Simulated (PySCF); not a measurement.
# How the method moves the HOMO and LUMO of `C#CB(C#C)SC`

Species: C5H5BS.
Geometry (PBE0-D3(BJ)/def2-SVP, Å), atoms numbered from 1 in this order:
```xyz
12
C5H5BS angstrom
C      2.989   -1.693    0.296
C      1.927   -1.108    0.182
B      0.597   -0.381    0.039
C      0.513    1.124   -0.175
C      0.417    2.327   -0.346
S     -0.881   -1.379    0.139
C     -2.237   -0.194   -0.072
H      3.926   -2.212    0.396
H      0.349    3.389   -0.497
H     -3.173   -0.766   -0.018
H     -2.167    0.305   -1.047
H     -2.220    0.560    0.725
```

Basis pcSseg-1 throughout (PySCF), one geometry. One conformer (not necessarily the lowest) at the PBE0-D3(BJ)/def2-SVP geometry, without solvent, vibrations or thermal averaging.

Q: How do the orbital energies, the gap and the dipole change with the method?

A: 
| method | kind | HOMO (eV) | LUMO (eV) | gap (eV) | μ (D) | SCF cycles |
| --- | --- | --- | --- | --- | --- | --- |
| PBE | GGA | -6.35 | -2.93 | 3.42 | 1.61 | 17 |
| OPBE | GGA | -6.35 | -2.86 | 3.49 | 1.63 | 17 |
| BP86 | GGA | -6.45 | -3.02 | 3.43 | 1.63 | 16 |
| B3LYP | global hybrid | -7.20 | -2.29 | 4.91 | 1.60 | 15 |
| B97-2 | global hybrid | -7.21 | -2.16 | 5.05 | 1.65 | 14 |
| BHandHLYP | global hybrid | -8.38 | -1.16 | 7.22 | 1.66 | 13 |
| HF | Hartree–Fock | -9.91 | 1.32 | 11.22 | 1.81 | 13 |
| LC-wPBE | range-separated hybrid | -10.05 | -0.12 | 9.93 | 1.71 | 14 |

The HOMO spans 3.71 eV, from PBE down to LC-wPBE, and the gap runs from 3.42 eV (PBE) to 11.22 eV (HF). Over the methods PBE (0 %), OPBE (0 %), BP86 (0 %), B3LYP (20 %), B97-2 (21 %), BHandHLYP (50 %), HF (100 %), a straight line through the gap against the share of exact exchange rises by 0.78 eV for each 10 % (correlation coefficient 1.000). The dipole ranges from 1.60 D (B3LYP) to 1.81 D (HF). This basis has no diffuse functions.
